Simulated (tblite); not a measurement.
Species: C₂H₈OSi₂.
Atom-mapped SMILES: `[CH2:1]1[CH2:2][SiH2:3][O:4][SiH2:5]1` (hydrogens: H6, H7 on C1; H8, H9 on C2; H10, H11 on Si3; H12, H13 on Si5)

Computed with GFN2-xTB (tblite), gas phase: Langevin dynamics at 400 K from the optimised GFN2-xTB geometry, time step 0.5 fs, friction 0.01 fs⁻¹, 2000 steps. The instantaneous temperature is 2·E(kin)/(3Nk) with all 3N coordinates.

```tsv
t (fs)	T (K)	E(pot) above start (eV)	C1–C2 (Å)	C2–Si3 (Å)	Si3–O4 (Å)	O4–Si5 (Å)	C1–Si5 (Å)	C1–H6 (Å)
0	333	0.000	1.539	1.910	1.639	1.639	1.910	1.090
50	185	0.392	1.503	1.918	1.653	1.642	1.903	1.149
100	218	0.336	1.552	1.927	1.642	1.669	1.863	1.062
150	314	0.340	1.495	1.932	1.691	1.649	1.863	1.117
200	253	0.565	1.579	1.873	1.620	1.659	1.868	1.073
250	317	0.340	1.454	1.899	1.648	1.654	1.896	1.104
300	310	0.471	1.668	1.891	1.664	1.677	1.864	1.089
350	370	0.528	1.504	1.892	1.732	1.664	1.926	1.053
400	391	0.704	1.577	1.914	1.651	1.634	1.853	1.132
450	491	0.682	1.506	1.917	1.611	1.600	1.911	1.103
500	619	0.489	1.529	1.859	1.637	1.632	1.968	1.075
550	504	0.807	1.600	1.924	1.634	1.586	1.929	1.085
600	538	0.685	1.530	1.874	1.595	1.656	1.902	1.114
650	438	0.766	1.525	1.816	1.686	1.608	1.913	1.077
700	369	0.626	1.539	1.851	1.597	1.687	1.886	1.082
750	407	0.633	1.511	1.994	1.613	1.581	1.838	1.141
800	400	0.904	1.610	1.944	1.547	1.591	1.874	1.056
850	525	0.707	1.511	1.943	1.581	1.626	1.930	1.187
900	462	0.978	1.547	1.952	1.663	1.563	1.924	1.043
950	550	0.620	1.523	1.959	1.667	1.650	1.966	1.121
1000	501	0.765	1.532	1.932	1.659	1.647	2.020	1.122
```

Question: From 500 fs on, how do temperature and potential energy compare with equipartition?

Answer: The mean temperature of these 11 frames is 483 K against the target 400 K, and the mean potential energy 0.73 eV against 33 × kT/2 = 0.57 eV for 33 classical harmonic modes. For 13 atoms in a canonical ensemble the temperature itself scatters by T·√(2/(3N)) = 91 K; here its standard deviation is 72 K. These frames run hotter than the target by 21 %; at their own mean temperature equipartition would give 0.69 eV. The whole run lasts only 10 friction times of 100 fs, so these averages carry a wide statistical error.

Question: What are the kinetic and total energies of the listed frame with the highest potential energy?

Answer: The one at 900 fs, 0.978 eV above the start. Its kinetic energy is 3NkT/2 = 0.777 eV at 462 K, so the sum is 1.75 eV; over the listed frames the sum runs from 0.56 to 1.75 eV, since the thermostat adds and removes energy.

Question: How much do the listed bonds fluctuate from 500 fs on?

Answer: 
```
  bond  at the start (Å)  mean (Å)  standard deviation (Å)
 C1–C2             1.539     1.542                   0.032
C2–Si3             1.910     1.913                   0.053
Si3–O4             1.639     1.625                   0.041
O4–Si5             1.639     1.621                   0.036
C1–Si5             1.910     1.923                   0.048
 C1–H6             1.090     1.100                   0.040
```

The motion is classical and holds no zero-point motion.

What follows is the cost of the whole dynamics run. The run took 13 s wall on one thread of an Intel Xeon Platinum 8375C at 2.90 GHz, no GPU, shared host with 96 logical CPUs at a one-minute load of 40, and the process peaked at 0.18 GiB of memory.
